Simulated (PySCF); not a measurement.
Computed with B3LYP-D3(BJ)/def2-TZVP // PBE-D3(BJ)/def2-SVP (PySCF). Gas-phase values, no solvent. B3LYP has the VWN-RPA correlation part, as in Gaussian. 

Reference species: [Nb(Cl)(F)4] (neutral, multiplicity 1).

```yaml
HOMO: -10.72 eV
LUMO: -3.78 eV
coordination_number: 5
```

After one change: the HOMO decreases by 1.28 eV; the LUMO drops by 0.17 eV; the coordination number stays essentially unchanged.

### Question
Which change was made? The new species is one of these.
A) [Nb(F)5]
B) [Nb(Cl)4(F)]
C) [Nb(Cl)2(F)3]
D) [Nb(Cl)3(F)2]

### Answer
A, [Nb(F)5]
